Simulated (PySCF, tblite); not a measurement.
Isomers of C4H10OSSi, one GFN2-xTB conformer each. Single-point energies are computed at PBE0/pcSseg-1 (PySCF, gas phase, no added dispersion term), electronic only.

| SMILES | GFN2-xTB relative energy (kcal/mol) |
| --- | --- |
| C=CCOCS[SiH3] | 35.2 |
| COC[SiH]1CSC1 | 58.3 |
| CC[SiH2]OC(C)=S | 0.0 |
| C=C[Si@@H](S)OCC | 7.1 |

Conformers: `[CH2:1]=[CH:2][CH2:3][O:4][CH2:5][S:6][SiH3:7]` with C1–C2–C3–O4 138°, C2–C3–O4–C5 177°, C3–O4–C5–S6 -169°, O4–C5–S6–Si7 24°; `[CH3:1][O:2][CH2:3][SiH:4]1[CH2:5][S:6][CH2:7]1` with C1–O2–C3–Si4 179°, O2–C3–Si4–C5 78°, C3–Si4–C5–S6 125°, Si4–C5–S6–C7 -8°, C5–S6–C7–Si4 8°, C3–Si4–C7–S6 -124°; `[CH3:1][CH2:2][SiH2:3][O:4][C:5]([CH3:6])=[S:7]` with C1–C2–Si3–O4 180°, C2–Si3–O4–C5 180°, Si3–O4–C5–C6 -1°; `[CH2:1]=[CH:2][Si@@H:3]([SH:4])[O:5][CH2:6][CH3:7]` with C1–C2–Si3–S4 61°, C2–Si3–S4–H 55°, C2–Si3–O5–C6 -170°, Si3–O5–C6–C7 156°.

Problem. What does PBE0/pcSseg-1 give for the same structures?

Solution. 
```
          SMILES  PBE0/pcSseg-1 E (Eh)  PBE0/pcSseg-1 (kcal/mol)  GFN2-xTB (kcal/mol)  point group
C=C[Si@@H](S)OCC            -920.80326                       0.0                  7.1           C1
 CC[SiH2]OC(C)=S            -920.78596                      10.9                  0.0            –
   COC[SiH]1CSC1            -920.73195                      44.8                 58.3           C1
   C=CCOCS[SiH3]            -920.72304                      50.3                 35.2           C1
```

GFN2-xTB puts CC[SiH2]OC(C)=S lowest instead; measured from each level's own lowest isomer, the values differ by up to 15.1 kcal/mol (C=CCOCS[SiH3]: 35.2 against 50.3). As drawn, the lowest has an S–H bond, an Si–O bond and an Si–C bond, which the highest lacks.

Problem. Which frontier levels, dipoles and rotational constants go with these structures?

Solution. 
```json
{"SMILES": "C=C[Si@@H](S)OCC", "HOMO (eV, PBE0/pcSseg-1)": "-7.33", "LUMO (eV)": "-0.62", "dipole (D)": "1.37", "A, B, C (MHz)": "2322, 1084, 814.7"}
{"SMILES": "CC[SiH2]OC(C)=S", "HOMO (eV, PBE0/pcSseg-1)": "-6.24", "LUMO (eV)": "-1.32", "dipole (D)": "4.20", "A, B, C (MHz)": "4521, 745.7, 652.6"}
{"SMILES": "COC[SiH]1CSC1", "HOMO (eV, PBE0/pcSseg-1)": "-6.19", "LUMO (eV)": "-0.10", "dipole (D)": "3.23", "A, B, C (MHz)": "5341, 782.5, 734.7"}
{"SMILES": "C=CCOCS[SiH3]", "HOMO (eV, PBE0/pcSseg-1)": "-6.73", "LUMO (eV)": "-0.11", "dipole (D)": "3.09", "A, B, C (MHz)": "3604, 866.4, 724.6"}
```

Problem. What happens when harmonic zero-point energies from GFN2-xTB frequencies are added?

Solution. 
```tsv
SMILES	ZPE (kcal/mol)	electronic (kcal/mol)	with ZPE (kcal/mol)
C=C[Si@@H](S)OCC	80.4	0.0	0.0
CC[SiH2]OC(C)=S	81.2	10.9	11.6
COC[SiH]1CSC1	82.0	44.8	46.3
C=CCOCS[SiH3]	79.3	50.3	49.2
```

The zero-point energies span 2.7 kcal/mol. The order is unchanged.
